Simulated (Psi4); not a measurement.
C₃H₁₀N (SMILES CC(C)[NH3+]), charge +1, singlet, geometry from GFN2-xTB; Psi4 with SCAN/STO-3G.

Input for Psi4:
```
memory 2 GB

molecule {
1 1
  C    -0.39725636   -1.28515272    0.57940966
  C     0.09548258    0.13341939    0.36938894
  C    -0.99337004    1.06988112   -0.11711552
  N     1.19105752    0.10155536   -0.67598328
  H    -0.84469694   -1.68443903   -0.32777214
  H     0.40505652   -1.94411756    0.90202263
  H    -1.15853618   -1.29523998    1.35356128
  H     0.54487941    0.51899422    1.28845147
  H    -0.61198119    2.07383791   -0.28632852
  H    -1.77502768    1.14029938    0.63322578
  H    -1.44860097    0.70137169   -1.03339990
  H     0.80054989   -0.25809640   -1.55779652
  H     1.95847618   -0.51671124   -0.38424334
  H     1.56334124    1.04432681   -0.84593620
}

set basis sto-3g

energy('scan')
print_variables()
```

The log (banner, timings and long lists left out):

```
   => Loading Basis Set <=

    Name: STO-3G
    Role: ORBITAL
    Keyword: BASIS

         ---------------------------------------------------------
                                   SCF
               by Justin Turney, Rob Parrish, Andy Simmonett
                          and Daniel G. A. Smith
                              RKS Reference
         ---------------------------------------------------------

  ==> Geometry <==

    Molecular point group: c1
    Full point group: C1

    Geometry (in Angstrom), charge = 1, multiplicity = 1:

       Center              X                  Y                   Z               Mass
    ------------   -----------------  -----------------  -----------------  -----------------
         C           -0.406673060628    -1.288787239776     0.575180108422    12.000000000000
         C            0.086065879372     0.129784870224     0.365159388422    12.000000000000
         C           -1.002786740628     1.066246600224    -0.121345071578    12.000000000000
         N            1.181640819372     0.097920840224    -0.680212831578    14.003074004430
         H           -0.854113640628    -1.688073549776    -0.332001691578     1.007825032230
         H            0.395639819372    -1.947752079776     0.897793078422     1.007825032230
         H           -1.167952880628    -1.298874499776     1.349331728422     1.007825032230
         H            0.535462709372     0.515359700224     1.284221918422     1.007825032230
         H           -0.621397890628     2.070203390224    -0.290558071578     1.007825032230
         H           -1.784444380628     1.136664860224     0.628996228422     1.007825032230
         H           -1.458017670628     0.697737170224    -1.037629451578     1.007825032230
         H            0.791133189372    -0.261730919776    -1.562026071578     1.007825032230
         H            1.949059479372    -0.520345759776    -0.388472891578     1.007825032230
         H            1.553924539372     1.040692290224    -0.850165751578     1.007825032230

  Running in c1 symmetry.

  Rotational constants: A =      0.26051  B =      0.25986  C =      0.15114 [cm^-1]
  Rotational constants: A =   7809.90947  B =   7790.54482  C =   4531.17905 [MHz]
  Nuclear repulsion =  144.409897852438178

  Charge       = 1
  Multiplicity = 1
  Electrons    = 34
  Nalpha       = 17
  Nbeta        = 17

  ==> Algorithm <==

  SCF Algorithm Type is DF.
  DIIS enabled.
  MOM disabled.
  Fractional occupation disabled.
[...]
   @DF-RKS iter   3:  -172.70148479777265   -3.45133e-02   5.51947e-04 ADIIS/DIIS
   @DF-RKS iter   4:  -172.70161486076933   -1.30063e-04   2.29266e-04 ADIIS/DIIS
   @DF-RKS iter   5:  -172.70164333599601   -2.84752e-05   2.12995e-05 DIIS
   @DF-RKS iter   6:  -172.70164361093660   -2.74941e-07   6.41706e-06 DIIS
   @DF-RKS iter   7:  -172.70164363276868   -2.18321e-08   1.09020e-06 DIIS
   @DF-RKS iter   8:  -172.70164363348692   -7.18245e-10   2.92502e-08 DIIS
  Energy and wave function converged.

  ==> Post-Iterations <==

   Electrons on quadrature grid:
      Ntotal   =   33.9998821857 ; deviation = -1.178e-04

    Orbital Energies [Eh]
    ---------------------

    Doubly Occupied:

[...]
    Virtual:

[...]
      30A      0.305553

    Final Occupation by Irrep:
              A
    DOCC [    17 ]
    NA   [    17 ]
    NB   [    17 ]

  @DF-RKS Final Energy:  -172.70164363348692

   => Energetics <=

    Nuclear Repulsion Energy =            144.4098978524381778
    One-Electron Energy =                -509.5253673744350067
    Two-Electron Energy =                 218.9123502090747309
    DFT Exchange-Correlation Energy =     -26.4985243205648295
    Empirical Dispersion Energy =           0.0000000000000000
    VV10 Nonlocal Energy =                  0.0000000000000000
    Total Energy =                       -172.7016436334869240

Computation Completed

Properties will be evaluated at   0.000000,   0.000000,   0.000000 [a0]

Properties computed using the SCF density matrix

 Multipole Moments:

 ------------------------------------------------------------------------------------
     Multipole            Electronic (a.u.)      Nuclear  (a.u.)        Total (a.u.)
 ------------------------------------------------------------------------------------

 L = 1.  Multiply by 2.5417464519 to convert [e a0] to [Debye]
 Dipole X            :          2.2367181           -0.6228245            1.6138936
 Dipole Y            :          0.3776976           -0.2403885            0.1373091
 Dipole Z            :         -0.6372313           -0.2797442           -0.9169755
 Magnitude           :                                                    1.8612765

 ------------------------------------------------------------------------------------

  Variable Map:
  ----------------------------------------------------------------------------
[...]
  Array Variable Map:
  ----------------------------------------------------------------------------
[...]
[...]
```
